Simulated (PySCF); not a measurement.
Excitations are Tamm–Dancoff values on a coarser integration grid. The basis has no diffuse functions, so Rydberg states are missing or too high.

# C9H9NSi, SMILES `[SiH3]c1cnc2ccccc2c1` (charge 0, multiplicity 1)

Level of theory: PBE-D3(BJ)/def2-TZVP // PBE-D3(BJ)/def2-SVP (PySCF).

| Quantity | Value |
|---|---|
| HOMO | -5.96 eV |
| dipole moment | 1.93 D |
| HOMO–LUMO gap | 3.31 eV |
| LUMO | -2.65 eV |
| S1 excitation (TDA) | 3.46 eV |
| S1 oscillator strength | 0.001 |
| T1 excitation (TDA) | 2.95 eV |
| S1–T1 gap (TDA) | 0.51 eV |
| total energy | -18833.81 eV |
| cost | roughly 26 core-minutes |

Bond lengths (Å): Si1–C2 1.887, Si1–H12 1.505, Si1–H13 1.504, Si1–H14 1.505, C2–C3 1.436, C2–C11 1.393, C3–N4 1.321, C3–H15 1.107, N4–C5 1.368, C5–C6 1.425, C5–C10 1.442, C6–C7 1.387, C6–H16 1.100, C7–C8 1.422, C7–H17 1.101, C8–C9 1.387, C8–H18 1.100, C9–C10 1.425, C9–H19 1.102, C10–C11 1.423, C11–H20 1.103. Angles (°): C2–Si1–H12 110.8, C2–Si1–H13 108.7, C2–Si1–H14 110.8, H12–Si1–H13 109.3, H12–Si1–H14 107.8, H13–Si1–H14 109.3, Si1–C2–C3 121.1, Si1–C2–C11 122.1, C3–C2–C11 116.8, C2–C3–N4 125.1, C2–C3–H15 119.2, N4–C3–H15 115.7, C3–N4–C5 118.1, N4–C5–C6 118.8, N4–C5–C10 122.3, C6–C5–C10 118.9, C5–C6–C7 120.4, C5–C6–H16 117.4, C7–C6–H16 122.2, C6–C7–C8 120.6, C6–C7–H17 119.9, C8–C7–H17 119.4, C7–C8–C9 120.3, C7–C8–H18 119.6, C9–C8–H18 120.0, C8–C9–C10 120.4, C8–C9–H19 120.7, C10–C9–H19 118.9, C5–C10–C9 119.4, C5–C10–C11 117.4, C9–C10–C11 123.3, C2–C11–C10 120.4, C2–C11–H20 121.0, C10–C11–H20 118.6.
Charge 0, spin multiplicity 1.
